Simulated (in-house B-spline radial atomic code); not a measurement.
## Binding energies in Ta35+

NIST's tabulated ground configuration is [Kr] 4d2; each binding energy is the energy of the ion with one electron taken from that subshell, relaxed, less that of the parent. Method: Dirac-Hartree-Fock, average of configuration, Fermi nucleus of rms radius 5.3507 fm. Calculated with a B-spline radial code for spherical atoms. Energies include first-order Breit, QED and recoil terms.

```json
{"subshell": "1s", "X-ray name": "K", "binding energy (eV)": "68903.2", "-ε (eV)": "69298.0", "relaxation (eV)": "59.6"}
{"subshell": "2p1/2", "X-ray name": "L2", "binding energy (eV)": "12633.5", "-ε (eV)": "12703.4", "relaxation (eV)": "29.3"}
{"subshell": "2p3/2", "X-ray name": "L3", "binding energy (eV)": "11377.3", "-ε (eV)": "11430.2", "relaxation (eV)": "26.4"}
{"subshell": "3s", "X-ray name": "M1", "binding energy (eV)": "4167", "-ε (eV)": "4182.1", "relaxation (eV)": "6.3"}
{"subshell": "3p1/2", "X-ray name": "M2", "binding energy (eV)": "3927.3", "-ε (eV)": "3942.4", "relaxation (eV)": "7.0"}
{"subshell": "3p3/2", "X-ray name": "M3", "binding energy (eV)": "3646.1", "-ε (eV)": "3657.4", "relaxation (eV)": "6.2"}
{"subshell": "4s", "X-ray name": "N1", "binding energy (eV)": "1838.4", "-ε (eV)": "1841.9", "relaxation (eV)": "0.9"}
{"subshell": "4p1/2", "X-ray name": "N2", "binding energy (eV)": "1728.9", "-ε (eV)": "1732.2", "relaxation (eV)": "1.0"}
{"subshell": "4p3/2", "X-ray name": "N3", "binding energy (eV)": "1644.6", "-ε (eV)": "1646.9", "relaxation (eV)": "0.8"}
{"subshell": "4d", "X-ray name": "N4,5", "binding energy (eV)": "1477.3", "-ε (eV)": "1478.8", "relaxation (eV)": "0.9"}
```

Relaxation = -ε minus the binding energy without Breit, QED and recoil terms.

Emission lines follow as differences of binding energies, with λ = 12398.42 eV·Å / E:

```
 line       holes  energy (eV)  wavelength (Å)
 K-L3  1s → 2p3/2      57525.9         0.21553
 K-L2  1s → 2p1/2      56269.7         0.22034
 K-M3  1s → 3p3/2      65257.1         0.18999
L3-M1  2p3/2 → 3s       7210.3          1.7195
```

(1) What screening constant σ does Moseley's law, E = (3/4)·13.6057 eV·(Z - σ)², need for K-L3?

Moseley's non-relativistic formula needs a falling, then negative, screening constant for heavy elements, because relativity binds the 1s electron more strongly than the formula allows.

(2) What does it cost to remove both a 4s and a 4d electron?

(3) What does it cost to remove two 3p1/2 electrons?

(4) What does it cost to remove two 1s electrons?

## Answers

(1) σ = -2.08.

(2) 3368.7 eV, which is 53.13 eV more than the two single binding energies together.

(3) 7969 eV, which is 114.3 eV more than the two single binding energies together.

(4) 139220 eV, which is 1416 eV more than the two single binding energies together.
